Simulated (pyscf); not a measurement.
`[CH3][Br]` + `[I-]` → `[Br-]` + `[CH3][I]`, a substitution at C (singlet surface; Br–C broken, C–I formed). PySCF, gas phase, ωB97X-D3(BJ)/def2-SVPD geometries. Energies in kcal/mol from the separated reactants.

Small-basis levels: PySCF, no dispersion term, spherical d functions. 

Task: Quick HF/6-31G*+LANL2DZ single points give ΔE‡ = 2.6 kcal/mol and ΔE = +8.4 kcal/mol. What does ωB97M-D3(BJ)/def2-TZVPD give, and how far is the quick result from it?

Result: ωB97M-D3(BJ)/def2-TZVPD gives ΔE‡ = 5.7 kcal/mol and ΔE = +6.2 kcal/mol. HF/6-31G*+LANL2DZ lies 3.2 kcal/mol under it in the barrier and 2.2 kcal/mol over it in the reaction energy, so on this step it does not hold to within 3.0 kcal/mol. ωB97M-D3(BJ)/def2-TZVPD has limits of its own. On the reactant side the descent ends in a bound adduct, 8.6 kcal/mol under the separated species and 14.4 kcal/mol under the saddle at ωB97X-D3(BJ)/def2-TZVPD. On the product side the descent ends in a bound adduct, 9.6 kcal/mol under the separated species and 10.0 kcal/mol under the saddle at ωB97X-D3(BJ)/def2-TZVPD. At ωB97M-D3(BJ) the saddle lies under the separated products, which points to a path from their complex (located at ωB97X-D3(BJ) alone), and parting the products costs more than the saddle. This is the saddle that the search found; another between the same sides may lie lower. The angle at the attacked C is 180°. In the def2 sets elements up to Kr have no core potential. Elements past Kr carry the def2 core potentials, without spin-orbit coupling.
